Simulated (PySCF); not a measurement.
A structure optimised at r2SCAN-D4/def2-SVP, used in a PySCF frequency run:

```xyz
22

C      4.0741     0.1030    -0.4159
C      2.7784    -0.2928     0.2820
C      1.5285     0.2145    -0.4333
C      0.2303    -0.1793     0.2639
C     -1.0130     0.3253    -0.4515
C     -2.3142    -0.0339     0.2447
C     -3.5885     0.3091    -0.4974
O     -2.3313    -0.5749     1.3304
H      4.9583    -0.2757     0.1203
H      4.1709     1.1994    -0.4855
H      4.1116    -0.2956    -1.4435
H      2.7219    -1.3936     0.3698
H      2.7801     0.0894     1.3195
H      1.5812     1.3171    -0.5222
H      1.5227    -0.1678    -1.4726
H      0.2235     0.1999     1.3004
H      0.1697    -1.2781     0.3585
H     -0.9903     1.4287    -0.5541
H     -1.0614    -0.0455    -1.4939
H     -3.7083    -0.3825    -1.3488
H     -4.4526     0.2019     0.1710
H     -3.5509     1.3265    -0.9178
```

Task: Write its SMILES and formula.

Result: CCCCCC(C)=O, C7H14O

Task: What are its rotational constants (standard atomic weights)?

Result: 6.9738, 0.64887, 0.60733 GHz
